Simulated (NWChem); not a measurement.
## Lowest excitation of H2AlF

```
Al
F 1 1.6666
H 1 1.5798 2 116.91
H 1 1.5798 3 126.19 2 180.00
```
Charge 0, spin multiplicity 1.

Everything below was run with NWChem. The geometry was optimised at PBE0/def2-SVP, a minimum by its harmonic frequencies.

Basis set: def2-SVPD.

The correlated methods keep 6 core orbitals frozen. B3LYP has NWChem's definition, with VWN1-RPA local correlation. The structure started from a generated list of species. Coupled-cluster values serve here as a point of comparison, not as the truth.

For the lowest vertical singlet excitation energy, CIS gives 6.81 eV and EOM-CCSD gives 6.13 eV. What do TD-PBE, TD-B3LYP, TD-PBE0 give?

TD-PBE: 5.40 eV; TD-B3LYP: 5.74 eV; TD-PBE0: 5.82 eV.
